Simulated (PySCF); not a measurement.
Spinor energies of Pt(51+) (platinum, charge +51)

Start: [Ar] 3d9; 3d3/2 filled at m_j = -1/2, +1/2, +3/2; 3d5/2 filled at m_j = -5/2, -3/2, -1/2, +1/2, +3/2, +5/2. Calculated with PySCF 2.14 in an even-tempered Gaussian basis (15 s from 14 bohr⁻², ratio 2.8; 13 p from 18 bohr⁻², ratio 2.8; 8 d from 18 bohr⁻², ratio 2.8; 3 f from 65 bohr⁻², ratio 3): generalised Hartree-Fock with the X2C-1e Hamiltonian and a Gaussian nucleus; one run each with spin-orbit coupling (SO) screened by Boettger's factors, then bare. This is a chosen level, not necessarily the ground level.

```json
{"spinor shell": "1s1/2", "electrons": "2", "ε, screened SO (eV)": "-81723.7", "ε, bare SO (eV)": "-81722.3", "weight of nominal j (bare SO)": "1.000", "rms radius, bare SO (bohr)": "0.0194"}
{"spinor shell": "2s1/2", "electrons": "2", "ε, screened SO (eV)": "-16836.5", "ε, bare SO (eV)": "-16836.2", "weight of nominal j (bare SO)": "1.000", "rms radius, bare SO (bohr)": "0.0780"}
{"spinor shell": "2p1/2", "electrons": "2", "ε, screened SO (eV)": "-16245.5", "ε, bare SO (eV)": "-16285.9", "weight of nominal j (bare SO)": "1.000", "rms radius, bare SO (bohr)": "0.0659"}
{"spinor shell": "3s1/2", "electrons": "2", "ε, screened SO (eV)": "-6005.5", "ε, bare SO (eV)": "-6005.5", "weight of nominal j (bare SO)": "1.000", "rms radius, bare SO (bohr)": "0.195"}
{"spinor shell": "3p1/2", "electrons": "2", "ε, screened SO (eV)": "-5744.5", "ε, bare SO (eV)": "-5753.8", "weight of nominal j (bare SO)": "1.000", "rms radius, bare SO (bohr)": "0.186"}
{"spinor shell": "3p3/2", "electrons": "4", "ε, screened SO (eV)": "-5338.4", "ε, bare SO (eV)": "-5335.6", "weight of nominal j (bare SO)": "1.000", "rms radius, bare SO (bohr)": "0.202"}
{"spinor shell": "3d3/2", "electrons": "3", "ε, screened SO (eV)": "-4941.6", "ε, bare SO (eV)": "-4949.9", "weight of nominal j (bare SO)": "0.999", "rms radius, bare SO (bohr)": "0.174"}
{"spinor shell": "3d5/2", "electrons": "6", "ε, screened SO (eV)": "-4853.4", "ε, bare SO (eV)": "-4848.4", "weight of nominal j (bare SO)": "1.000", "rms radius, bare SO (bohr)": "0.178"}
```

(1) Where does 2p3/2 lie, and what is the 2p spin-orbit splitting (bare SO)?

| quantity | screened SO | bare SO |
| --- | --- | --- |
| E (hartree) | -16385.74160 | -16387.05244 |
| M_J | 3/2 | 3/2 |
| ⟨J²⟩ | 3.750 | 3.750 |
| ⟨L²⟩ | 6.077 | 6.082 |
| ⟨S²⟩ | 0.826 | 0.832 |

Each row is a mean over spinors that exchange with the open shell spreads, by up to 26.522 eV (3p1/2).

Breit and QED terms are absent; they matter most for the inner s and p1/2 levels.

Densities and radii are taken from the X2C orbitals without a picture-change correction, which distorts them close to the nucleus.

Answers

(1) At -14493.8 eV, 1792.2 eV above 2p1/2.
